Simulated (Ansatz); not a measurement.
Ansatz results at the PBE0-D4/def2-TZVP geometry: HOMO energy (PBE0/def2-TZVPP) -6.19 eV; LUMO energy (B3LYP/def2-TZVPP) -0.82 eV; HOMO energy (ωB97M-V/def2-TZVPP) -8.35 eV.

Each molecule was computed in one conformer, which needn't be the lowest.

**Question.** Which molecule gave them?
A. `[CH3][Zr]12345678([OH])([C@H]9[C@@H]1[C@@H]2[C@@H]3[C@H]94)[C@H]1[C@@H]5[C@@H]6[C@@H]7[C@H]18`
B. `C[N]=[Nb]1234([Cl])([Cl])[C@H]5[C@@H]1[C@@H]2[C@@H]3[C@H]54`
C. `C[O][Zr]1234([Cl])([N](C)C)[C@H]5[C@@H]1[C@@H]2[C@@H]3[C@H]54`
D. `[OH][Hf]12345678([Cl])([C@H]9[C@@H]1[C@@H]2[C@@H]3[C@H]94)[C@H]1[C@@H]5[C@@H]6[C@@H]7[C@H]18`

**Answer.** C. The others give `[CH3][Zr]12345678([OH])([C@H]9[C@@H]1[C@@H]2[C@@H]3[C@H]94)[C@H]1[C@@H]5[C@@H]6[C@@H]7[C@H]18`: -6.67, -0.80, -8.75; `[OH][Hf]12345678([Cl])([C@H]9[C@@H]1[C@@H]2[C@@H]3[C@H]94)[C@H]1[C@@H]5[C@@H]6[C@@H]7[C@H]18`: -6.76, -0.93, -8.80; `C[N]=[Nb]1234([Cl])([Cl])[C@H]5[C@@H]1[C@@H]2[C@@H]3[C@H]54`: -7.11, -2.34, -9.20.

B3LYP here is the variant with VWN-RPA as its local correlation; programs differ in this.
